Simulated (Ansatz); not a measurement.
**Abstraction of H: CH6GeS + B(CH3)(SiH3) → CH5GeS + BH(CH3)(SiH3)**

Gas-phase species: CH6GeS `C[S][GeH3]`, singlet; B(CH3)(SiH3), doublet; CH5GeS `C[S][GeH2]`, doublet; BH(CH3)(SiH3), singlet. A radical takes H: the energy is the difference in strength between the Ge–H bond broken and the B–H bond made.

Shapes, held fixed at every level: PBE0-D4/def2-TZVP. Flexible molecules stand in one conformer, not always the lowest. Programs: Ansatz 0.2.0. The zero-point and thermal change to 298 K, harmonic and unscaled (PBE0-D4/def2-TZVP), is +2.8 kJ/mol.

Q: Estimate ΔH(298 K) of this reaction.

A: The highest level, CCSD(T)/def2-TZVPP, gives ΔH(298 K) = -69.4 kJ/mol; the levels span -80.0 to -67.7. The column of differences is taken from that level and isn't an error. No measured value is set beside it here. Open shells run unrestricted. Relativity is left out for Ge. Outer-core shells of Ge are correlated, in sets that cover them unevenly.

```
                level                    kind  ΔH(298 K) (kJ/mol)  less CCSD(T)/def2-TZVPP
    PBE-D4/def2-TZVPP                     GGA               -77.5                     -8.1
r2SCAN0-D4/def2-TZVPP           global hybrid               -67.7                     +1.7
   wB97M-V/def2-TZVPP  range-separated hybrid               -80.0                    -10.6
   wB97X-V/def2-TZVPP  range-separated hybrid               -71.1                     -1.7
    B2PLYP/def2-TZVPP           double hybrid               -75.6                     -6.2
        CCSD/def2-SVP   coupled cluster or CI               -70.8                     -1.4
      CCSD/def2-TZVPP   coupled cluster or CI               -67.8                     +1.6
   CCSD(T)/def2-TZVPP   coupled cluster or CI               -69.4                      0.0
```
